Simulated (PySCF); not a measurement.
## Adding and removing an electron: NaAs

PBE0; PySCF, no relativity, basis sets Na def2-SVP, As def2-SVP. Neutral (UKS): triplet (π ↑↑), Re = 2.748 Å, ωe = 227 cm⁻¹, De = 1.24 eV, HOMO -4.27 eV, LUMO -1.51 eV.

NaAs⁺ (UKS): quartet (σ ↑, π ↑↑), Re = 3.200 Å, ωe = 103 cm⁻¹, De = 0.27 eV to Na⁺ + As. The energies at the minima are -2397.42506 hartree for NaAs and -2397.19784 for NaAs⁺.

Question: Work out the adiabatic ionisation energy, without and with harmonic zero-point energies (1 hartree = 27.2114 eV, 1 eV = 8065.5 cm⁻¹), and the change of the bond length.

Answer: At PBE0: 0.22722 hartree = 6.183 eV between the minima; the zero-point term (103.0 − 227.0)/2 cm⁻¹ = -0.008 eV makes it 6.175 eV. Re changes by +45.2 pm against the neutral. The electron leaves a σ orbital, and the ion is left as a loose complex of an ion and an atom.

Weak bonds: NaAs⁺. Basis-set superposition, not corrected here, can be much of De in a small basis, most of all at correlated wavefunction levels. Spin–orbit coupling is left out. For an ion De counts to the pair picked by the measured ionisation energies or electron affinities, which need not be the lowest pair at this level. States were picked by a PBE0 search and need not be the measured ground states.
